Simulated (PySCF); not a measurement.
CH3ISSe, singlet, geometry from GFN2-xTB (all electrons, no relativity); CASSCF(6,4)/STO-3G (PySCF).

PySCF was given this input:
```python
from pyscf import gto, scf, mcscf
import numpy

mol = gto.M(
    atom='''
Se   -0.099323   -0.628824    1.021334
I     0.684879    1.312461   -0.376300
S    -0.674343   -2.125450   -0.400490
C    -2.353408   -1.602947   -0.894659
H    -3.001768   -1.552767   -0.025221
H    -2.708741   -2.361895   -1.583540
H    -2.301178   -0.640880   -1.396912
''',
    basis='sto-3g',
    charge=0,
    spin=0,
    verbose=4,
)

mf = scf.RHF(mol)
mf.kernel()
mc = mcscf.CASSCF(mf, 4, 6)
mc.fix_spin_(ss=0.0)
mc.kernel()
occ = numpy.linalg.eigvalsh(mc.fcisolver.make_rdm1(mc.ci, mc.ncas, mc.nelecas))[::-1]
ss = mc.fcisolver.spin_square(mc.ci, mc.ncas, mc.nelecas)[0]
print('natural occupations', occ.round(4), ' <S^2>', round(ss, 4))
```

The log (banner, timings and long lists left out):

```
PySCF version 2.14.0

[INPUT] verbose = 4
[INPUT] num. atoms = 7
[INPUT] num. electrons = 112
[INPUT] charge = 0
[INPUT] spin (= nelec alpha-beta = 2S) = 0
[INPUT] symmetry False subgroup None
[INPUT] Mole.unit = angstrom
[INPUT] Symbol           X                Y                Z      unit          X                Y                Z       unit  Magmom
[INPUT]  1 Se    -0.099323000000  -0.628824000000   1.021334000000 AA   -0.187693267870  -1.188305140554   1.930041541707 Bohr   0.0
[INPUT]  2 I      0.684879000000   1.312461000000  -0.376300000000 AA    1.294233738466   2.480191839173  -0.711103940674 Bohr   0.0
[INPUT]  3 S     -0.674343000000  -2.125450000000  -0.400490000000 AA   -1.274323584018  -4.016518391457  -0.756816415627 Bohr   0.0
[INPUT]  4 C     -2.353408000000  -1.602947000000  -0.894659000000 AA   -4.447296579360  -3.029130822193  -1.690660484877 Bohr   0.0
[INPUT]  5 H     -3.001768000000  -1.552767000000  -0.025221000000 AA   -5.672519409483  -2.934304365263  -0.047660782588 Bohr   0.0
[INPUT]  6 H     -2.708741000000  -2.361895000000  -1.583540000000 AA   -5.118778632380  -4.463334684980  -2.992456907294 Bohr   0.0
[INPUT]  7 H     -2.301178000000  -0.640880000000  -1.396912000000 AA   -4.348596183874  -1.211087678711  -2.639781100118 Bohr   0.0

nuclear repulsion = 791.397373560532
number of shells = 30
number of NR pGTOs = 186
number of NR cGTOs = 62
basis = sto-3g
ecp = {}

******** <class 'pyscf.scf.hf.RHF'> ********
method = RHF
initial guess = minao
damping factor = 0
level_shift factor = 0
DIIS = <class 'pyscf.scf.diis.CDIIS'>
diis_start_cycle = 1
diis_space = 8
diis_damp = 0
SCF conv_tol = 1e-09
SCF conv_tol_grad = None
SCF max_cycles = 50
direct_scf = True
direct_scf_tol = 1e-13
Set gradient conv threshold to 3.16228e-05
Initial guess from minao.
init E= -9631.01409925562
  HOMO = -0.506066858082522  LUMO = -0.398676363397437  gap/eV = 2.92224
cycle= 1 E= -9656.24552681838  delta_E= -25.2  |g|= 0.704  |ddm|= 3.77
  HOMO = -0.104511084609371  LUMO = 0.178415603976522  gap/eV = 7.69883
cycle= 2 E= -9656.54697137818  delta_E= -0.301  |g|= 0.342  |ddm|= 2.68
  HOMO = -0.222832507088831  LUMO = 0.173744713152701  gap/eV = 10.79142
cycle= 3 E= -9656.60832001052  delta_E= -0.0613  |g|= 0.08  |ddm|= 0.69
  HOMO = -0.249636926146116  LUMO = 0.179990155698335  gap/eV = 11.69075
cycle= 4 E= -9656.61540903897  delta_E= -0.00709  |g|= 0.0184  |ddm|= 0.345
  HOMO = -0.248973391694802  LUMO = 0.177917358332732  gap/eV = 11.61629
cycle= 5 E= -9656.61593857374  delta_E= -0.00053  |g|= 0.00397  |ddm|= 0.113
  HOMO = -0.247977759033367  LUMO = 0.179024479593486  gap/eV = 11.61932
cycle= 6 E= -9656.61596078646  delta_E= -2.22e-05  |g|= 0.00111  |ddm|= 0.0235
  HOMO = -0.247966350002727  LUMO = 0.179235500827513  gap/eV = 11.62475
cycle= 7 E= -9656.61596238378  delta_E= -1.6e-06  |g|= 0.000357  |ddm|= 0.0054
  HOMO = -0.247956748374891  LUMO = 0.179253586117353  gap/eV = 11.62499
cycle= 8 E= -9656.61596258271  delta_E= -1.99e-07  |g|= 0.000111  |ddm|= 0.00216
  HOMO = -0.247953351873892  LUMO = 0.179252267678955  gap/eV = 11.62486
cycle= 9 E= -9656.61596260504  delta_E= -2.23e-08  |g|= 2.7e-05  |ddm|= 0.000791
  HOMO = -0.247956110641549  LUMO = 0.179246066325039  gap/eV = 11.62476
cycle= 10 E= -9656.61596260617  delta_E= -1.13e-09  |g|= 3.84e-06  |ddm|= 0.000194
  HOMO = -0.247956654705676  LUMO = 0.179245887432036  gap/eV = 11.62477
cycle= 11 E= -9656.61596260619  delta_E= -2.36e-11  |g|= 6.46e-07  |ddm|= 1.7e-05
  HOMO = -0.247956631928959  LUMO = 0.179245869227165  gap/eV = 11.62477
Extra cycle  E= -9656.61596260616  delta_E= 3.82e-11  |g|= 3.12e-07  |ddm|= 2.55e-06
converged SCF energy = -9656.61596260616

******** <class 'pyscf.mcscf.mc1step.CASSCF'> ********
CAS (3e+3e, 4o), ncore = 53, nvir = 5
max_cycle_macro = 50
max_cycle_micro = 4
conv_tol = 1e-07
conv_tol_grad = None
orbital rotation max_stepsize = 0.02
orbital rotation threshold for CI restart = 0.01
augmented hessian ah_max_cycle = 30
augmented hessian ah_conv_tol = 1e-12
augmented hessian ah_linear dependence = 1e-14
augmented hessian ah_level shift = 1e-08
augmented hessian ah_start_tol = 2.5
augmented hessian ah_start_cycle = 3
augmented hessian ah_grad_trust_region = 3
kf_trust_region = 3
kf_interval = 4
ci_response_space = 4
ci_grad_trust_region = 3
with_dep4 0
natorb = False
canonicalization = True
sorting_mo_energy = False
ao2mo_level = 2
internal_rotation = False
******** <class 'pyscf.fci.addons.SpinPenaltyFCISolver'> ********
max. cycles = 50
conv_tol = 1e-08
davidson only = True
linear dependence = 1e-12
level shift = 0.001
max iter space = 12
nroots = 1
pspace_size = 400
spin = None
CASCI E = -9656.61916376090  S^2 = 0.0000000
Set conv_tol_grad to 0.000316228
macro iter   1 ( 21 JK    4 micro), CASSCF E = -9656.62351479724  dE = -4.35103634e-03  S^2 = 0.0000000
               |grad[o]|=0.0061  |grad[c]|=0.0315  |ddm|=0.0371  |maxRot[o]|=0.227
macro iter   2 ( 21 JK    4 micro), CASSCF E = -9656.62746232412  dE = -3.94752688e-03  S^2 = 0.0000000
               |grad[o]|=0.0102  |grad[c]|=0.0113  |ddm|=0.0273  |maxRot[o]|=0.164
macro iter   3 ( 21 JK    4 micro), CASSCF E = -9656.62976104829  dE = -2.29872416e-03  S^2 = 0.0000000
               |grad[o]|=0.00972  |grad[c]|=0.00677  |ddm|=0.0156  |maxRot[o]|=0.121
macro iter   4 ( 21 JK    4 micro), CASSCF E = -9656.63130877152  dE = -1.54772323e-03  S^2 = 0.0000000
               |grad[o]|=0.00742  |grad[c]|=0.00408  |ddm|=0.00734  |maxRot[o]|=0.151
macro iter   5 ( 21 JK    4 micro), CASSCF E = -9656.63159494825  dE = -2.86176733e-04  S^2 = 0.0000000
               |grad[o]|=0.00347  |grad[c]|=0.00737  |ddm|=0.00231  |maxRot[o]|=0.0741
macro iter   6 (  7 JK    2 micro), CASSCF E = -9656.63173568892  dE = -1.40740669e-04  S^2 = 0.0000000
               |grad[o]|=0.00233  |grad[c]|=0.00351  |ddm|=0.000805  |maxRot[o]|=0.0699
macro iter   7 (  7 JK    2 micro), CASSCF E = -9656.63179316631  dE = -5.74773876e-05  S^2 = 0.0000000
               |grad[o]|=0.00167  |grad[c]|=0.002  |ddm|=0.00117  |maxRot[o]|=0.0699
macro iter   8 (  7 JK    2 micro), CASSCF E = -9656.63182003486  dE = -2.68685544e-05  S^2 = 0.0000000
               |grad[o]|=0.00138  |grad[c]|=0.00314  |ddm|=0.00131  |maxRot[o]|=0.0585
macro iter   9 (  7 JK    2 micro), CASSCF E = -9656.63184947232  dE = -2.94374568e-05  S^2 = 0.0000000
               |grad[o]|=0.0013  |grad[c]|=0.00402  |ddm|=0.00129  |maxRot[o]|=0.0699
macro iter  10 (  7 JK    2 micro), CASSCF E = -9656.63189211697  dE = -4.26446495e-05  S^2 = 0.0000000
               |grad[o]|=0.00123  |grad[c]|=0.00391  |ddm|=0.000839  |maxRot[o]|=0.0699
macro iter  11 (  7 JK    2 micro), CASSCF E = -9656.63195104541  dE = -5.89284373e-05  S^2 = 0.0000000
               |grad[o]|=0.00118  |grad[c]|=0.00379  |ddm|=0.000757  |maxRot[o]|=0.0699
macro iter  12 (  7 JK    2 micro), CASSCF E = -9656.63202365916  dE = -7.26137496e-05  S^2 = 0.0000000
               |grad[o]|=0.00114  |grad[c]|=0.00356  |ddm|=0.000774  |maxRot[o]|=0.0699
macro iter  13 (  7 JK    2 micro), CASSCF E = -9656.63210613095  dE = -8.24717972e-05  S^2 = 0.0000000
               |grad[o]|=0.0011  |grad[c]|=0.00333  |ddm|=0.000806  |maxRot[o]|=0.0699
macro iter  14 (  7 JK    2 micro), CASSCF E = -9656.63219433086  dE = -8.81999022e-05  S^2 = 0.0000000
               |grad[o]|=0.00105  |grad[c]|=0.00315  |ddm|=0.000823  |maxRot[o]|=0.0699
macro iter  15 (  7 JK    2 micro), CASSCF E = -9656.63228458398  dE = -9.02531283e-05  S^2 = 0.0000000
               |grad[o]|=0.00101  |grad[c]|=0.00306  |ddm|=0.000818  |maxRot[o]|=0.0699
macro iter  16 (  7 JK    2 micro), CASSCF E = -9656.63237364425  dE = -8.90602660e-05  S^2 = 0.0000000
               |grad[o]|=0.000957  |grad[c]|=0.00302  |ddm|=0.00081  |maxRot[o]|=0.0699
macro iter  17 (  7 JK    2 micro), CASSCF E = -9656.63245896776  dE = -8.53235051e-05  S^2 = 0.0000000
               |grad[o]|=0.000896  |grad[c]|=0.00301  |ddm|=0.000747  |maxRot[o]|=0.0699
macro iter  18 (  7 JK    2 micro), CASSCF E = -9656.63253849122  dE = -7.95234628e-05  S^2 = 0.0000000
               |grad[o]|=0.000825  |grad[c]|=0.00301  |ddm|=0.000655  |maxRot[o]|=0.0699
macro iter  19 (  7 JK    2 micro), CASSCF E = -9656.63261044152  dE = -7.19502987e-05  S^2 = 0.0000000
               |grad[o]|=0.000743  |grad[c]|=0.00301  |ddm|=0.000536  |maxRot[o]|=0.0699
macro iter  20 (  7 JK    2 micro), CASSCF E = -9656.63267309722  dE = -6.26557066e-05  S^2 = 0.0000000
               |grad[o]|=0.000649  |grad[c]|=0.00301  |ddm|=0.000393  |maxRot[o]|=0.0699
macro iter  21 (  7 JK    2 micro), CASSCF E = -9656.63272454617  dE = -5.14489475e-05  S^2 = 0.0000000
               |grad[o]|=0.000543  |grad[c]|=0.00302  |ddm|=0.000234  |maxRot[o]|=0.0699
macro iter  22 (  7 JK    2 micro), CASSCF E = -9656.63276266182  dE = -3.81156478e-05  S^2 = 0.0000000
               |grad[o]|=0.000422  |grad[c]|=0.00307  |ddm|=0.000183  |maxRot[o]|=0.0699
macro iter  23 (  7 JK    2 micro), CASSCF E = -9656.63278499949  dE = -2.23376683e-05  S^2 = 0.0000000
               |grad[o]|=0.000286  |grad[c]|=0.00322  |ddm|=0.000275  |maxRot[o]|=0.0699
macro iter  24 (  4 JK    1 micro), CASSCF E = -9656.63278961605  dE = -4.61656055e-06  S^2 = 0.0000000
               |grad[o]|=0.000131  |grad[c]|=0.00121  |ddm|=0.000149  |maxRot[o]|= 0.04
macro iter  25 (  3 JK    1 micro), CASSCF E = -9656.63278972570  dE = -1.09655957e-07  S^2 = 0.0000000
               |grad[o]|=3.09e-05  |grad[c]|=6.81e-05  |ddm|=6.43e-05  |maxRot[o]|=0.00609
macro iter  26 (  1 JK    1 micro), CASSCF E = -9656.63278972576  dE = -6.00266503e-11  S^2 = 0.0000000
               |grad[o]|=2.19e-05  |grad[c]|=6.33e-06  |ddm|=6.39e-06  |maxRot[o]|=    0
1-step CASSCF converged in  26 macro (239 JK  59 micro) steps
CASSCF canonicalization
Density matrix diagonal elements [1.99484815 1.96024867 1.99585386 0.04904932]
CASSCF energy = -9656.63278972576
CASCI E = -9656.63278972576  E(CI) = -6.79497872449792  S^2 = 0.0000000
natural occupations [1.9977 1.9965 1.9568 0.049 ]  <S^2> 0.0
```
